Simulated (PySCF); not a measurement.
**Worked example: entropy of an ideal gas**

C2H3ClFNSi, SMILES C#C[Si@@](N)(F)Cl.

The structure is a stationary point at B3LYP-D3(BJ)/def2-SVP. The structure was generated by enumeration; whether it is a known compound was not checked. The values are those of a single conformer.

B3LYP-D3(BJ)/def2-SVP in PySCF gives the harmonic wavenumbers 111, 122, 166, 242, 267, 295, 309, 357, 396, 532, 654, 747, 758, 824, 866, 958, 1524, 2164, 3455, 3587, 3688 cm⁻¹ and the rotational temperatures 0.1325, 0.0837, 0.0727 K. The molar mass is 123.59 g/mol, the symmetry number 1, the spin multiplicity 1.

Work out the entropy at 298.15 K and 1 atm in the rigid-rotor, harmonic-oscillator model.


Translation (Sackur–Tetrode at 1 atm): S = R[1.5 ln M + 2.5 ln T − 1.16487] = 168.8 J/(mol K).
Rotation: q = (√π/σ) T^1.5/√(θA θB θC) = 321000, S = R[ln q + 3/2] = 117.9 J/(mol K).
Vibration: with u = 1.4388 ν/T, each mode gives R[u/(e^u − 1) − ln(1 − e^−u)]:
```tsv
ν (cm⁻¹)	modes	u	S (J/(mol K))
111	1	0.54	13.60
122	1	0.59	12.84
166	1	0.80	10.38
242	1	1.17	7.48
267	1	1.29	6.76
295	1	1.42	6.05
309	1	1.49	5.72
357	1	1.72	4.75
396	1	1.91	4.09
532	1	2.57	2.44
654	1	3.16	1.53
747	1	3.60	1.07
758	1	3.66	1.02
824	1	3.98	0.79
866	1	4.18	0.67
958	1	4.62	0.46
1524	1	7.35	0.04
```
The stiffer modes add less than 0.005 each. Sum 79.7 J/(mol K).
Spin: R ln 1 = 0.0 J/(mol K).
Total 366.4 J/(mol K); the program's own thermochemistry gives 366.5. Translation makes up 46 % and vibration 22 %. Anharmonicity, hindered rotation and orbital degeneracy are left out.
